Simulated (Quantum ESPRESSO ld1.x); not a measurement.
Values are calculated unless marked as measured or tabulated.
Ionisation of Sm, [Xe] 4f6 6s2, to Sm+, [Xe] 4f6 6s1, under several functionals. Scalar-relativistic Kohn-Sham, spin-unpolarised, spherical densities, point nucleus; ld1.x of Quantum ESPRESSO 7.5.

| functional | E(Sm) (hartree) | Exc (hartree) | IE (eV) | -e(HOMO) (eV) | <r> HOMO (bohr) | IE error (eV) |
|---|---|---|---|---|---|---|
| exchange-only PBE | -10423.760 | -231.734 | 5.398 | 1.473 | 1.029 | -0.246 |
| BLYP | -10428.009 | -236.034 | 5.889 | 2.241 | 1.022 | +0.245 |
| PBE | -10427.214 | -235.248 | 5.946 | 2.470 | 1.019 | +0.303 |
| Wu-Cohen GGA | -10426.285 | -234.316 | 5.946 | 2.496 | 1.019 | +0.303 |
| revPBE | -10427.501 | -235.538 | 5.866 | 2.447 | 1.019 | +0.223 |
| exchange-only LDA | -10413.885 | -221.813 | 5.303 | 1.399 | 1.029 | -0.340 |
| HCTH/120 | -10433.799 | -242.150 | 5.973 | 3.071 | 0.9985 | +0.329 |

NIST Atomic Spectra Database: 5.644 eV (measured). Closest: revPBE. The Delta-SCF values span 0.67 eV, the total energies 19.91 hartree. The highest occupied level is 4f. Spin polarisation and multiplet splitting are left out, so open shells lie too high by an amount that depends on their filling. Spin-orbit splitting is averaged out at the scalar-relativistic level.

Beside tabulated values, note that spin-unpolarised runs miss the spin-polarisation part of the exchange energy of open shells.
